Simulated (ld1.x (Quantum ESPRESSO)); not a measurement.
The numbers below are computed, except where a source is named.
# Potentials for B compared

Generated with ld1.x 7.5 (TM, RRKJ, ultrasoft, PAW), atompaw 4.2 or ONCVPSP 4.0.1. The cutoff is in Ry: for ld1.x and atompaw files where the sum of valence levels is converged to 10 mRy in a Bessel basis, for ONCV files where the hardest occupied wave has 1 mHa per electron of residual kinetic energy. The error is the largest all-electron minus pseudo excitation energy over each file’s own four to seven test configurations (ionisations up to +4, promotions, holes and added fractions of an electron), all of which were solved. The labels leave out finer settings (local radius, basis sizes, second energies), which also bear on the numbers. Spin-polarised tests are not counted. The rows are a selection from randomly drawn settings: files with unsolved tests, undetermined cutoffs or missed reference levels are left out.

| potential | cutoff (Ry) | largest error (meV) | bound ghosts |
| --- | --- | --- | --- |
| TM, PBEsol, scalar-relativistic, rc 1.65/1.75/1.55 (spd), local smoothed, core correction yes, reference 2s1.75 2p1.25 | 25 | +78 | none |
| TM, PBE, non-relativistic, rc 1.70/4.15 (sp), local p, core correction no, reference 2s1.75 2p1.25 | 15 | +884 | none |
| TM, LDA (PZ), non-relativistic, rc 1.05/1.75/1.50 (spd), local s, core correction yes, reference 2s2 2p0 | 50 | +42 | none |
| TM, LDA (PZ), fully relativistic, rc 1.05/2.25 (sp), local p, core correction no, reference 2s2 2p0.5 | 45 | +109 | none |
| RRKJ, PBE, scalar-relativistic, rc 1.65/2.00/1.60 (spd), local d, core correction yes, reference 2s2 2p1 | 25 | +109 | none |

Task: Fill in the row for B: TM, PBE, non-relativistic, rc 1.35/2.70 (sp), local smoothed, core correction yes, reference 2s1 2p2.

Result: cutoff 18 Ry, largest error +334 meV, bound ghosts: none.
